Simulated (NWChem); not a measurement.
SiH₃Cl; SMILES [SiH3]Cl

All runs: NWChem. The geometry was optimised at PBE-D3(BJ)/def2-SVP. Solvent water, SMD (1 M gas to 1 M solution), gas-phase geometry. Reactions with the solvent are ignored.

For level PBE0/aug-cc-pVDZ:

```
Property                Result
----------------------  ------
dipole in solution (D)    1.92
```

How do the values read with level PBE0/cc-pVTZ instead?

The dipole in solution (D) is 1.78.
